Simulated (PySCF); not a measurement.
PySCF input file for TiBr4, SMILES [Br][Ti]([Br])([Br])[Br], multiplicity 1, IEF-PCM-M06-2X/def2-SVP. Coordinates come from a PBE0-D3(BJ)/def2-SVP optimisation. The multiplicity is an assumed one; other spin states were not compared. The isomer is the one that the SMILES or the coordinates give; other isomers of the formula were not compared.

```python
import numpy as np
from pyscf import gto, scf, dft
from pyscf.solvent import pcm

mol = gto.M(
    atom='''
    Ti    0.00000000    0.00000000    0.00000000
    Br    1.33167816    1.33167816   -1.33167816
    Br   -1.33167816    1.33167816    1.33167816
    Br   -1.33167816   -1.33167816   -1.33167816
    Br    1.33167816   -1.33167816    1.33167816
    ''',
    basis='def2-SVP',
    charge=0,
    spin=0,
    max_memory=1600,
    verbose=3,
)
mf = dft.RKS(mol, xc='m06-2x').density_fit(auxbasis='def2-universal-jkfit')
mf.grids.level = 4
mf.conv_tol = 1e-9
mf.max_cycle = 100
mf.kernel()
res = {}
for name, eps in {'water': 78.355, 'N,N-dimethylformamide': 37.219, 'acetonitrile': 35.688}.items():
    s = mf.PCM()
    s.with_solvent.method, s.with_solvent.eps, s.with_solvent.lebedev_order = 'IEF-PCM', eps, 17
    s.kernel(mf.make_rdm1())
    res[name] = (s.e_tot, eps, s.dip_moment(), s.mo_energy, s.converged)
    print(f'{name}: electrostatic solvation free energy {(s.e_tot - mf.e_tot) * 627.509474:.3f} kcal/mol')
```

Output:

```
converged SCF energy = -11145.1126963151

WARN: PCM is an experimental feature. It is still in testing.
Features and APIs may be changed in the future.

converged SCF energy = -11145.1140129503
Dipole moment(X, Y, Z, Debye):  0.00000,  0.00000,  0.00000
water: electrostatic solvation free energy -0.826 kcal/mol

WARN: PCM is an experimental feature. It is still in testing.
Features and APIs may be changed in the future.

converged SCF energy = -11145.1139811804
Dipole moment(X, Y, Z, Debye): -0.00000, -0.00000,  0.00000
N,N-dimethylformamide: electrostatic solvation free energy -0.806 kcal/mol

WARN: PCM is an experimental feature. It is still in testing.
Features and APIs may be changed in the future.

converged SCF energy = -11145.1139786123
Dipole moment(X, Y, Z, Debye):  0.00000,  0.00000,  0.00000
acetonitrile: electrostatic solvation free energy -0.805 kcal/mol
```

Self-consistency was reached.
